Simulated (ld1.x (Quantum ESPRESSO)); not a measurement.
**Wu–Cohen ultrasoft dataset for iron, scalar-relativistic all-electron reference.**

| Quantity | Value |
| --- | --- |
| Element | Fe |
| Generator | ld1.x (Quantum ESPRESSO) 7.5 |
| Type | ultrasoft |
| Functional | Wu–Cohen |
| Relativity | scalar-relativistic |
| Frozen core | [Ne] 3s2 |
| Valence charge | 14 |
| Reference configuration | 3p6 3d5 4s0 4p0 (charge +3) |
| Partial waves | 4s (bound, empty): rcut 1.70, rcutus 2.10 bohr; 4s channel at 0.7 Ry: rcut 1.70, rcutus 2.10 bohr; 3p (bound): rcut 1.35, rcutus 1.50 bohr; 4p (bound, empty): rcut 1.35, rcutus 1.50 bohr; 3d (bound): rcut 1.45, rcutus 1.55 bohr; 3d channel at -2.6 Ry: rcut 1.45, rcutus 1.55 bohr |
| Local potential | all-electron potential smoothed inside 1.40 bohr (lloc = -2) |
| Core correction | none |
| Augmentation charge | PSQ, radius 1.25 bohr |

Poles of the logarithmic derivatives, all-electron (AE) and pseudo (PS). s: poles at 0.2 (AE) and 0.2, 3.3 (PS) Ry. p: poles at -7.1, 1.3 (AE) and -7.1, 1.3 (PS) Ry. d: poles at -3.0, 3.1 (AE) and -3.0, 3.2 (PS) Ry. Test radius 2.31 bohr.

- Cutoffs needed: 45 Ry and 80 Ry (the cutoffs (Ry, on a coarse ladder) from which the occupation-weighted sum of valence levels, in a spherical-Bessel basis at the reference potential, stays within 10 and 1 mRy of its value at 400 Ry)
- Ghost test: no extra level below or beside the all-electron valence levels (s, p, d, f tested) (spherical-Bessel basis up to 400 Ry, 20 bohr box)
- Configuration tests: test run stopped at test 2 of 7 (negative rho)
- Lowest eigenvalue of the overlap operator: 0.10 (p channel)
- Density cutoff estimated by the generator: 264 Ry
